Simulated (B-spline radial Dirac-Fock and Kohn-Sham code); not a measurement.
Satellites and hypersatellites of the K lines of Co⁵⁺

System: cobalt as Co⁵⁺, [Ar] 3d4.

The computed values come from an atomic code on a B-spline grid: ΔSCF Dirac-Fock with Breit, self-energy and vacuum polarisation, finite nucleus, configuration average. Each two-hole energy is an average over J within one jj subconfiguration, not an observable level; in light atoms, where LS coupling holds, the j-resolved values are not observed lines, and for a K spectator the Kα1 hypersatellite is nearly forbidden. No correlation.

Lines without a spectator: Kα2 (K-L2) 6912.1 eV, Kα1 (K-L3) 6926.5 eV, Kβ3 (K-M2) 7655.4 eV, Kβ1 (K-M3) 7657.4 eV. Shifts in eV with one spectator hole (a dash: not computed, or left out as unreliable):

| spectator hole | Kα2 | Kα1 | Kβ3 | Kβ1 |
| --- | --- | --- | --- | --- |
| K (1s) | +284.0 | +286.4 | +357.1 | +357.5 |
| L2 (2p1/2) | +26.48 | +32.5 | – | +76.0 |
| L3 (2p3/2) | +30.1 | +28.87 | +73.4 | – |
| M2 (3p1/2) | – | +2.70 | +7.83 | +9.58 |
| M3 (3p3/2) | +2.46 | – | +9.15 | +8.70 |

With n spectator holes in 2p, averaged over the 2p shell (energies in eV):

| n | KαLⁿ | step | hypersatellite KαʰLⁿ |
| --- | --- | --- | --- |
| 0 | 6921.7 | – | 7207.3 |
| 1 | 6951.7 | +30.0 | 7238.6 |
| 2 | 6982.9 | +31.2 | 7271.1 |
| 3 | 7015.4 | +32.5 | 7304.8 |
| 4 | 7049.1 | +33.7 | 7339.8 |
| 5 | 7084.0 | +34.9 | 7376.0 |
